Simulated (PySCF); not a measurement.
# Reading the logs of faulty runs: AlH3NO

Calculated results; nothing here was measured. They come from PySCF 2.14.0, an open-source quantum chemistry program, on an isolated molecule that a program drew, which may never have been made. The molecule is AlH3NO (charge 0, doublet), drawn as the SMILES string `[NH2][Al][OH]`.

Each row is a Hartree-Fock (HF) and frozen-core CCSD(T) single point in the cc-pV(D+d)Z basis, meant for a local HF minimum. Run 1 is clean. Each other run has one planted mistake out of seven kinds, and not every kind appears here: one electron removed, one electron added, multiplicity raised by two, geometry at a saddle point, minimal basis STO-3G, one bond length entered in bohr, all coordinates scaled. The reference is restricted for singlets and unrestricted otherwise, and also for a bond in bohr. Adding or removing an electron swaps singlet and doublet. Electrons count all cores. HOMO and LUMO are orbital energies over both spins, the gradient is its largest component, and the lowest frequency (negative if imaginary) is given only where the gradient is small. Bond lengths are over the 5 bonds as drawn. T1 is the CCSD diagnostic: over 0.02 (restricted) or 0.045 (unrestricted) a single reference is doubtful.

Geometry of the clean run:
```xyz
6
AlH3NO, angstrom
N     1.0236    1.0409    3.6686
Al    1.5155   -0.5701    3.1249
O     0.3557   -1.6498    2.5229
H     1.6522    1.7309    4.0355
H     0.0897    1.4093    3.6611
H    -0.5744   -1.5369    2.4180
```

| run | electrons | basis functions | <S^2> | HOMO (eV) | LUMO (eV) | gradient (hartree/bohr) | lowest frequency (cm^-1) | mean bond (Å) | longest bond (Å) | T1 | HF (hartree) | CCSD(T) (hartree) | mistake |
|---|---|---|---|---|---|---|---|---|---|---|---|---|---|
| 1 | 31 | 66 | 0.752 | -8.41 | 1.50 | 2.8e-05 | 236 | 1.2830 | 1.770 | 0.0150 | -373.04717 | -373.48213 | no fault |
| 2 | 31 | 66 | 3.760 | -4.23 | -0.31 | 9.1e-02 | - | 1.2830 | 1.770 | 0.0181 | -372.88237 | -373.27947 | multiplicity raised by two |
| 3 | 30 | 66 | 0.000 | -16.71 | -7.33 | 8.4e-02 | - | 1.2830 | 1.770 | 0.0168 | -372.75755 | -373.19226 | one electron removed |
| 4 | 31 | 66 | 0.752 | -8.33 | 1.57 | 1.4e-02 | - | 1.2676 | 1.749 | 0.0146 | -373.04629 | -373.47942 | all coordinates scaled |
| 5 | 31 | 66 | 0.759 | -7.71 | 2.15 | 2.3e-02 | - | 1.5979 | 3.345 | 0.0145 | -372.97586 | -373.40196 | one bond length entered in bohr |
| 6 | 31 | 22 | 0.752 | -5.11 | 7.60 | 6.8e-02 | - | 1.2830 | 1.770 | 0.0172 | -368.32623 | -368.44670 | ? |

**Which mistake was planted in run 6, and what did it cost?**

It has 22 basis functions where the clean run has 66, with the same electrons and geometry. So the mistake is: minimal basis STO-3G. Subtracting run 1 and multiplying by 627.51 kcal/mol a hartree, the energy moved by 2962.4 kcal/mol in HF and 3159.8 kcal/mol in CCSD(T).

